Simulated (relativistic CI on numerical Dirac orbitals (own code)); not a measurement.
# How well does a small relativistic CI reproduce Al5+?

Method of calculation: Dirac-Coulomb-Breit CI, separate exchange-only KLI orbitals for each configuration, a model potential for QED, valence Slater integrals scaled by 0.85, P86 correlation energy added to each configuration (own radial code, finite nucleus).

Configurations in the expansion (outside the closed core 1s2): 2s2 2p4, 2s 2p5, 2p6, 2s2 2p3 3s, 2s2 2p3 3p, 2s2 2p3 3d, 2p5 3s, 2p5 3p, 2s 2p4 3s, 2s2 2p3 4s, 2p5 3d, 2s2 2p3 4p, 2s 2p4 3p, 2s2 2p3 4d, 2s2 2p3 4f, 2s 2p4 3d. Levels of other configurations are missing.

| Configuration | Term (tabulated) | J | Measured (cm⁻¹) | Computed | Error | Purity (%) |
| --- | --- | --- | --- | --- | --- | --- |
| 2s2 2p4 | 3P | 2 | 0.0 | 0 | 0 | 100 |
| 2s2 2p4 | 3P | 1 | 2732.0 | 2723 | -9 | 100 |
| 2s2 2p4 | 3P | 0 | 3829.0 | 3791 | -38 | 100 |
| 2s2 2p4 | 1D | 2 | 41167.0 | 37560 | -3607 | 100 |
| 2s2 2p4 | 1S | 0 | 88213.0 | 77332 | -10881 | 98 |
| 2s 2p5 | 3P° | 2 | 323002.0 | 334092 | 11090 | 100 |
| 2s 2p5 | 3P° | 1 | 325469.0 | 336544 | 11075 | 100 |
| 2s 2p5 | 3P° | 0 | 326815.0 | 337877 | 11062 | 100 |
| 2s 2p5 | 1P° | 1 | 451396.0 | 452664 | 1268 | 99 |
| 2p6 | 1S † | 0 | 755628.0 | 784383 | 28755 | 97 |
| 2s2 2p3 3s | 3S° | 1 | 913112.0 | 918586 | 5474 | 99 |
| 2s2 2p3 3s | 1D° | 2 | 970340.0 | 969820 | -520 | 98 |
| 2s2 2p3 3s | 3P° | 0 | 993570.0 | 987574 | -5996 | 98 |
| 2s2 2p3 3s | 3P° | 1 | 993659.0 | 987681 | -5978 | 97 |
| 2s2 2p3 3s | 3P° | 2 | 993874.0 | 987970 | -5904 | 96 |
| 2s2 2p3 3s | 1P° | 1 | 1003265.0 | 996650 | -6615 | 97 |
| 2s2 2p3 3p | 3D | 2 | 1031005.0 | 1032527 | 1522 | 97 |
| 2s2 2p3 3p | 3D | 3 | 1031395.0 | 1033041 | 1646 | 97 |
| 2s2 2p3 3p | 3F | 2 | 1036336.0 | 1037253 | 917 | 98 |
| 2s2 2p3 3p | 3F | 3 | 1036576.0 | 1037498 | 922 | 97 |
| 2s2 2p3 3d | 3D° | 1 | 1079437.0 | 1087222 | 7785 | 99 |
| 2s2 2p3 3d | 3D° | 2 | 1079456.0 | 1087230 | 7774 | 99 |
| 2s2 2p3 3d | 3D° | 3 | 1079610.0 | 1087418 | 7808 | 99 |
| 2s2 2p3 3d | 1G° | 4 | 1131621.0 | 1133162 | 1541 | 99 |
| 2s2 2p3 3d | 3D° | 2 | 1134350.0 | 1135336 | 986 | 98 |
| 2s2 2p3 3d | 1P° | 1 | 1136070.0 | 1136634 | 564 | 86 |
| 2s2 2p3 3d | 3P° | 2 | 1140880.0 | 1141009 | 129 | 91 |
| 2s2 2p3 3d | 3P° | 1 | 1141720.0 | 1141897 | 177 | 96 |
| 2s2 2p3 3d | 1D° | 2 | 1141810.0 | 1141345 | -465 | 91 |
| 2s2 2p3 3d | 3S° | 1 | 1145060.0 | 1143943 | -1117 | 96 |
| 2s2 2p3 3d | 1F° | 3 | 1149860.0 | 1150912 | 1052 | 96 |
| 2s2 2p3 3d | 3P° | 0 | 1164250.0 | 1158715 | -5535 | 97 |
| 2s2 2p3 3d | 3P° | 1 | 1164610.0 | 1159085 | -5525 | 96 |
| 2s2 2p3 3d | 3P° | 2 | 1165270.0 | 1159740 | -5530 | 97 |
| 2s2 2p3 3d | 3D° | 2 | 1168690.0 | 1163696 | -4994 | 82 |
| 2s2 2p3 3d | 3D° | 1 | 1169250.0 | 1164167 | -5083 | 97 |
| 2s2 2p3 3d | 3D° | 3 | 1169350.0 | 1164125 | -5225 | 94 |
| 2s2 2p3 3d | 1D° | 2 | 1170650.0 | 1166465 | -4185 | 82 |
| 2s2 2p3 3d | 1F° | 3 | 1174070.0 | 1169679 | -4391 | 97 |
| 2s2 2p3 4s | 3S° | 1 | 1218300.0 | 1223606 | 5306 | 99 |
| 2s2 2p3 4s | 1D° | 2 | 1279250.0 | 1278185 | -1065 | 99 |
| 2s2 2p3 4s | 3P° | 2 | 1308870.0 | 1312531 | 3661 | 97 |
| 2s2 2p3 4s | 1P° | 1 | 1311620.0 | 1315526 | 3906 | 97 |
| 2s2 2p3 4d | 1P° | 1 | 1340660.0 | 1340139 | -521 | 94 |
| 2s2 2p3 4d | 3P° | 2 | 1343320.0 | 1342197 | -1123 | 98 |
| 2s2 2p3 4d | 1F° | 3 | 1346350.0 | 1347014 | 664 | 96 |

Measured levels from NIST levels in Kelleher and Podobedova, J. Phys. Chem. Ref. Data 37, 709 (2008); Martin and Zalubas, J. Phys. Chem. Ref. Data 8, 817 (1979); pairs were made by configuration, J and term (by order where the table uses no LS term), so strongly mixed levels may be paired wrongly.

Mean error by configuration (cm⁻¹): 2s2 2p4 -3634; 2s 2p5 8624; 2s2 2p3 3s -3256; 2s2 2p3 3p 1252; 2s2 2p3 3d -749; 2s2 2p3 4s 2952; 2s2 2p3 4d -326. Over the excited levels the mean absolute error is 3878 cm⁻¹ (45 of the 46 excited levels that our extract of the source holds in range could be paired, and the others can miss by more), and the median relative error of those above 1,000 cm⁻¹ is 0.37 %. † marks terms whose computed intervals miss the measured ones by more than a factor of 2.5, or configurations far off the rest, from wrong mixing, a near crossing or a doubtful label or measurement; they are left out of the means.
